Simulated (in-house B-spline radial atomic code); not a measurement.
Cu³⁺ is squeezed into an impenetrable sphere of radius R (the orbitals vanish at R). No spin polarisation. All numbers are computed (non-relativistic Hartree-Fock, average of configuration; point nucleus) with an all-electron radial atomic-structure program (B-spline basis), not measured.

Energies in eV above the free ion in [Ar] 3d8:

```
R (bohr)  highest level (eV)   [Ar] 3d8  [Ne] 3s2 3p5 3d9  -dE/dV in [Ar] 3d8 (GPa)
    9.61               -60.9          0             75.65                  1.44e-10
    6.71               -60.9          0             75.65                  1.59e-05
    5.35               -60.9  0.0003165             75.65                    0.0034
    3.92               -60.9    0.04543              75.7                     0.856
    3.86               -60.9    0.05558             75.71                      1.08
    2.91               -59.9      1.259             77.04                      41.4
    2.74               -59.4      2.183             78.05                        81
    2.05               -51.9      21.49             98.88                      1520
    1.79               -43.1      54.08             133.2                      5300
    1.53               -24.6      143.9               226                     20500
```

Task: Does [Ne] 3s2 3p5 3d9 fall below [Ar] 3d8 under compression?

Result: No, it stays above over the whole range.
